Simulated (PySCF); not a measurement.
# Computed records: B$_{3}$H$_{3}$N, AlClH$_{3}$NO, CH$_{3}$AlClO, Al$_{2}$BH$_{5}$N and others

All values are calculated (PySCF 2.14.0). Calculation on a computer-drawn molecule: the log of a Hartree-Fock and frozen-core CCSD(T) single point meant for a local Hartree-Fock minimum, with one planted fault or none, to be diagnosed. Offsets are logged minus clean, where the clean run is the same molecule without the fault. The reference is restricted for singlets and unrestricted otherwise, and also for a bond in bohr or an excited solution. Adding or removing an electron swaps singlet and doublet. The excited solution moves the top pair (singlet) or top alpha electron (doublet) to the lowest empty orbital. Highest occupied and lowest empty are orbital energies over both spins, largest force is the largest gradient component, triples share is (T) over the correlation energy, the T1 limit is 0.02 restricted and 0.045 unrestricted, electrons count all cores, a negative frequency is imaginary (commonest isotopes), and the dipole is about the centre of nuclear charge.

Common to all runs: logged SCF converged yes; logged CC converged yes; logged SCF stable within its kind yes; possible faults no fault, one electron removed, one electron added, multiplicity raised by two, geometry at a saddle point, SCF held on an excited solution, minimal basis STO-3G, one bond length entered in bohr, all coordinates scaled.

(1) 
```xyz
7
formula=B3H3N meant_charge=1 meant_multiplicity=1 meant_basis=cc-pVDZ logged_electrons=24 logged_basis_functions=71 logged_spin_squared=0.6943 logged_highest_occupied=-18.305 logged_lowest_empty=-5.2471 logged_largest_force=0.02527 logged_T1_diagnostic=0.074521 logged_D1_diagnostic=0.30832 logged_triples_share=0.041142 logged_dipole_magnitude=2.3059 logged_energy_HF=-129.87865 logged_energy_CCSD(T)=-130.28092 planted_fault=one_bond_length_entered_in_bohr,row_4_of_the_drawn_bonds HF_energy_offset_from_clean_run=85.89 CCSD(T)_energy_offset_from_clean_run=84.52
B      0.3835    -2.9080     2.8464
N      0.2284    -1.8043     2.2146
B      0.0723    -0.6876     1.5778
B     -0.1358     0.7953     0.7322
H      0.6499    -4.8102     3.9346
H     -1.0989     0.9170     0.0478
H      0.6919     1.6363     0.8675
```

Units: logged_highest_occupied, logged_lowest_empty in eV; logged_largest_force in hartree/bohr; logged_dipole_magnitude in debye; logged_energy_HF, logged_energy_CCSD(T) in hartree; HF_energy_offset_from_clean_run, CCSD(T)_energy_offset_from_clean_run in kcal/mol.

Drawn bonds:
```
atom  other atom  order
   1           2      1
   2           3      2
   3           4      1
   1           5      1
   4           6      1
   4           7      1
```

Notes: T1 above single-reference limit.

(2) 
```xyz
7
formula=AlClH3NO meant_charge=0 meant_multiplicity=1 meant_basis=cc-pV(D+d)Z logged_electrons=48 logged_basis_functions=89 logged_spin_squared=0 logged_highest_occupied=-11.087 logged_lowest_empty=3.0896 logged_largest_force=1.327e-05 logged_lowest_frequency=183.64 logged_T1_diagnostic=0.011409 logged_D1_diagnostic=0.039003 logged_triples_share=0.021157 logged_dipole_magnitude=1.1985 logged_energy_HF=-832.67203 logged_energy_CCSD(T)=-833.27019 planted_fault=no_fault HF_energy_offset_from_clean_run=0 CCSD(T)_energy_offset_from_clean_run=0
N      0.9193    -1.1941     0.7496
Al     0.6260    -0.3117    -0.7265
O      1.6625    -0.4902    -2.0331
Cl    -1.0403     0.9777    -0.8505
H      0.3507    -1.1443     1.5728
H      1.6850    -1.8248     0.8921
H      1.6255    -0.0809    -2.8804
```

Units: logged_highest_occupied, logged_lowest_empty in eV; logged_largest_force in hartree/bohr; logged_lowest_frequency in cm⁻¹; logged_dipole_magnitude in debye; logged_energy_HF, logged_energy_CCSD(T) in hartree; HF_energy_offset_from_clean_run, CCSD(T)_energy_offset_from_clean_run in kcal/mol.

Drawn bonds:
```
atom  other atom  order
   1           2      1
   2           3      1
   2           4      1
   1           5      1
   1           6      1
   3           7      1
```

(3) 
```xyz
7
formula=CH3AlClO meant_charge=0 meant_multiplicity=2 meant_basis=cc-pV(D+d)Z logged_electrons=46 logged_basis_functions=89 logged_spin_squared=0 logged_highest_occupied=-16.652 logged_lowest_empty=-6.0542 logged_largest_force=0.16858 logged_T1_diagnostic=0.022446 logged_D1_diagnostic=0.094318 logged_triples_share=0.028443 logged_dipole_magnitude=9.1633 logged_energy_HF=-815.70227 logged_energy_CCSD(T)=-816.2501 planted_fault=one_electron_removed HF_energy_offset_from_clean_run=175.5 CCSD(T)_energy_offset_from_clean_run=175.1
C      0.2996     0.2177     0.1402
O      1.5388     0.7475     0.2350
Al     2.9939     0.6348     1.0569
Cl     3.1470    -0.6855     2.6927
H     -0.3800     0.7473    -0.5152
H     -0.0852    -0.3202     1.0001
H      4.2037     1.5062     0.6178
```

Units: logged_highest_occupied, logged_lowest_empty in eV; logged_largest_force in hartree/bohr; logged_dipole_magnitude in debye; logged_energy_HF, logged_energy_CCSD(T) in hartree; HF_energy_offset_from_clean_run, CCSD(T)_energy_offset_from_clean_run in kcal/mol.

Drawn bonds:
```
atom  other atom  order
   1           2      1
   2           3      1
   3           4      1
   1           5      1
   1           6      1
   3           7      1
```

Notes: T1 above single-reference limit.

(4) 
```xyz
9
formula=Al2BH5N meant_charge=1 meant_multiplicity=1 meant_basis=cc-pV(D+d)Z logged_electrons=43 logged_basis_functions=99 logged_spin_squared=0.7611 logged_highest_occupied=-7.29 logged_lowest_empty=1.4881 logged_largest_force=0.06066 logged_T1_diagnostic=0.015809 logged_D1_diagnostic=0.04659 logged_triples_share=0.026002 logged_dipole_magnitude=1.7264 logged_energy_HF=-565.85076 logged_energy_CCSD(T)=-566.27055 planted_fault=one_electron_added HF_energy_offset_from_clean_run=-144.7 CCSD(T)_energy_offset_from_clean_run=-153.4
B     -1.5562    -1.6828     2.6834
Al    -0.8277    -2.4961     0.6919
N     -0.0662    -1.2638    -0.2757
Al     0.6700    -1.4473    -1.9442
H     -1.9391    -1.2634     3.7266
H     -1.1462    -4.0096     0.5631
H      0.0001    -0.3233     0.0848
H      1.2973    -0.1779    -2.6066
H      0.5618    -2.9132    -2.4939
```

Units: logged_highest_occupied, logged_lowest_empty in eV; logged_largest_force in hartree/bohr; logged_dipole_magnitude in debye; logged_energy_HF, logged_energy_CCSD(T) in hartree; HF_energy_offset_from_clean_run, CCSD(T)_energy_offset_from_clean_run in kcal/mol.

Drawn bonds:
```
atom  other atom  order
   1           2      1
   2           3      1
   3           4      1
   1           5      1
   2           6      1
   3           7      1
   4           8      1
   4           9      1
```

(5) 
```xyz
7
formula=FH3NOSi meant_charge=0 meant_multiplicity=2 meant_basis=cc-pV(D+d)Z logged_electrons=41 logged_basis_functions=80 logged_spin_squared=0.9445 logged_highest_occupied=-8.7514 logged_lowest_empty=1.6497 logged_largest_force=0.027251 logged_T1_diagnostic=0.033964 logged_D1_diagnostic=0.17832 logged_triples_share=0.021326 logged_dipole_magnitude=2.8118 logged_energy_HF=-519.40674 logged_energy_CCSD(T)=-520.04268 planted_fault=one_bond_length_entered_in_bohr,row_3_of_the_drawn_bonds HF_energy_offset_from_clean_run=85.73 CCSD(T)_energy_offset_from_clean_run=97.05
N     -0.7147    -0.0232     0.6229
Si     0.2332    -0.3792    -0.7475
O      1.2564    -1.6119    -0.4047
F     -1.3818    -1.4538    -3.1035
H     -1.2000    -0.7713     1.0880
H     -1.2664     0.8141     0.6350
H      1.8249    -1.5174     0.3450
```

Units: logged_highest_occupied, logged_lowest_empty in eV; logged_largest_force in hartree/bohr; logged_dipole_magnitude in debye; logged_energy_HF, logged_energy_CCSD(T) in hartree; HF_energy_offset_from_clean_run, CCSD(T)_energy_offset_from_clean_run in kcal/mol.

Drawn bonds:
```
atom  other atom  order
   1           2      1
   2           3      1
   2           4      1
   1           5      1
   1           6      1
   3           7      1
```

(6) 
```xyz
11
formula=CH7BOSi meant_charge=0 meant_multiplicity=1 meant_basis=cc-pV(D+d)Z logged_electrons=39 logged_basis_functions=100 logged_spin_squared=0.7643 logged_highest_occupied=-18.315 logged_lowest_empty=-6.9059 logged_largest_force=0.087359 logged_T1_diagnostic=0.037212 logged_D1_diagnostic=0.23747 logged_triples_share=0.026747 logged_dipole_magnitude=1.6192 logged_energy_HF=-430.09133 logged_energy_CCSD(T)=-430.64371 planted_fault=one_electron_removed HF_energy_offset_from_clean_run=213.7 CCSD(T)_energy_offset_from_clean_run=229.7
B     -1.9658    -1.4977     2.3046
C     -0.6066    -1.0050     2.9223
O      0.5548    -1.6736     2.4759
Si     1.5658    -1.2140     1.2669
H     -2.0168    -2.3634     1.4783
H     -2.9775    -0.9790     2.6930
H     -0.5229     0.0841     2.7846
H     -0.6694    -1.1377     4.0098
H      2.1426     0.1229     1.5486
H      2.6364    -2.2234     1.1846
H      0.8484    -1.1310    -0.0286
```

Units: logged_highest_occupied, logged_lowest_empty in eV; logged_largest_force in hartree/bohr; logged_dipole_magnitude in debye; logged_energy_HF, logged_energy_CCSD(T) in hartree; HF_energy_offset_from_clean_run, CCSD(T)_energy_offset_from_clean_run in kcal/mol.

Drawn bonds:
```
atom  other atom  order
   1           2      1
   2           3      1
   3           4      1
   1           5      1
   1           6      1
   2           7      1
   2           8      1
   4           9      1
   4          10      1
   4          11      1
```

(7) 
```xyz
9
formula=CH5AlBO meant_charge=0 meant_multiplicity=2 meant_basis=cc-pV(D+d)Z logged_electrons=37 logged_basis_functions=29 logged_spin_squared=0.7539 logged_highest_occupied=-6.1055 logged_lowest_empty=5.6978 logged_largest_force=0.041652 logged_T1_diagnostic=0.027774 logged_D1_diagnostic=0.11879 logged_triples_share=0.026205 logged_dipole_magnitude=2.2122 logged_energy_HF=-377.524 logged_energy_CCSD(T)=-377.72827 planted_fault=minimal_basis_STO-3G HF_energy_offset_from_clean_run=2963 CCSD(T)_energy_offset_from_clean_run=3153
B     -1.3482     2.6398     0.8967
C     -0.9773     1.8019    -0.3113
O     -0.4744     2.2959    -1.4396
Al     0.5338     3.5278    -2.0500
H     -1.8037     2.1088     1.8713
H     -1.1851     3.8338     0.8719
H     -1.1234     0.7250    -0.3594
H      0.2747     3.9379    -3.5403
H      1.6704     4.1103    -1.1367
```

Units: logged_highest_occupied, logged_lowest_empty in eV; logged_largest_force in hartree/bohr; logged_dipole_magnitude in debye; logged_energy_HF, logged_energy_CCSD(T) in hartree; HF_energy_offset_from_clean_run, CCSD(T)_energy_offset_from_clean_run in kcal/mol.

Drawn bonds:
```
atom  other atom  order
   1           2      1
   2           3      1
   3           4      1
   1           5      1
   1           6      1
   2           7      1
   4           8      1
   4           9      1
```

(8) 
```xyz
7
formula=BH3NOSi meant_charge=1 meant_multiplicity=1 meant_basis=cc-pV(D+d)Z logged_electrons=37 logged_basis_functions=80 logged_spin_squared=0.7675 logged_highest_occupied=-4.6682 logged_lowest_empty=2.3851 logged_largest_force=0.13001 logged_T1_diagnostic=0.041649 logged_D1_diagnostic=0.24378 logged_triples_share=0.032732 logged_dipole_magnitude=1.5883 logged_energy_HF=-444.58877 logged_energy_CCSD(T)=-445.14605 planted_fault=one_electron_added HF_energy_offset_from_clean_run=-89.05 CCSD(T)_energy_offset_from_clean_run=-97.75
B     -0.8077     3.4189    -0.7894
O     -0.3296     2.7224     0.0874
Si     0.4600     1.4526     1.1009
N      1.0059     0.2053     0.4740
H     -1.2695     4.0953    -1.6245
H      0.3416     2.0506     2.4120
H      1.2901    -0.5239    -0.1359
```

Units: logged_highest_occupied, logged_lowest_empty in eV; logged_largest_force in hartree/bohr; logged_dipole_magnitude in debye; logged_energy_HF, logged_energy_CCSD(T) in hartree; HF_energy_offset_from_clean_run, CCSD(T)_energy_offset_from_clean_run in kcal/mol.

Drawn bonds:
```
atom  other atom  order
   1           2      1
   2           3      1
   3           4      2
   1           5      1
   3           6      1
   4           7      1
```

(9) 
```xyz
9
formula=B2H5NSi meant_charge=0 meant_multiplicity=1 meant_basis=cc-pV(D+d)Z logged_electrons=36 logged_basis_functions=90 logged_spin_squared=2.0151 logged_highest_occupied=-7.7448 logged_lowest_empty=0.48004 logged_largest_force=0.024219 logged_T1_diagnostic=0.017521 logged_D1_diagnostic=0.065114 logged_triples_share=0.030363 logged_dipole_magnitude=1.6236 logged_energy_HF=-395.63896 logged_energy_CCSD(T)=-396.10253 planted_fault=multiplicity_raised_by_two HF_energy_offset_from_clean_run=13.14 CCSD(T)_energy_offset_from_clean_run=26.09
B     -0.5081     0.5384     1.1172
N     -0.0050    -0.6921     0.6413
B      0.7477    -0.8626    -0.5621
Si     1.1166     0.6767    -1.8642
H     -0.3311     1.5303     0.4543
H     -1.0996     0.6034     2.1579
H     -0.1631    -1.5032     1.2089
H      1.1400    -1.9762    -0.8189
H      2.4408     1.0288    -1.2080
```

Units: logged_highest_occupied, logged_lowest_empty in eV; logged_largest_force in hartree/bohr; logged_dipole_magnitude in debye; logged_energy_HF, logged_energy_CCSD(T) in hartree; HF_energy_offset_from_clean_run, CCSD(T)_energy_offset_from_clean_run in kcal/mol.

Drawn bonds:
```
atom  other atom  order
   1           2      1
   2           3      1
   3           4      1
   1           5      1
   1           6      1
   2           7      1
   3           8      1
   4           9      1
```

(10) 
```xyz
9
formula=AlB2H5N meant_charge=0 meant_multiplicity=2 meant_basis=cc-pV(D+d)Z logged_electrons=35 logged_basis_functions=90 logged_spin_squared=1.7646 logged_highest_occupied=-7.9208 logged_lowest_empty=1.0605 logged_largest_force=0.015594 logged_T1_diagnostic=0.025604 logged_D1_diagnostic=0.10093 logged_triples_share=0.02414 logged_dipole_magnitude=3.1602 logged_energy_HF=-348.41211 logged_energy_CCSD(T)=-348.81454 planted_fault=one_bond_length_entered_in_bohr,row_3_of_the_drawn_bonds HF_energy_offset_from_clean_run=114.6 CCSD(T)_energy_offset_from_clean_run=139.2
B     -1.3628    -2.0495    -1.1548
Al    -0.8092    -0.1728    -2.0579
B      0.7893     0.9121    -1.3991
N      2.8176     2.2844    -0.5591
H     -0.9326    -3.1101    -1.5353
H     -2.1370    -2.1280    -0.2334
H     -1.6367     0.4288    -3.2763
H      3.7439     2.1743    -0.9241
H      2.7488     2.9860     0.1525
```

Units: logged_highest_occupied, logged_lowest_empty in eV; logged_largest_force in hartree/bohr; logged_dipole_magnitude in debye; logged_energy_HF, logged_energy_CCSD(T) in hartree; HF_energy_offset_from_clean_run, CCSD(T)_energy_offset_from_clean_run in kcal/mol.

Drawn bonds:
```
atom  other atom  order
   1           2      1
   2           3      1
   3           4      1
   1           5      1
   1           6      1
   2           7      1
   4           8      1
   4           9      1
```
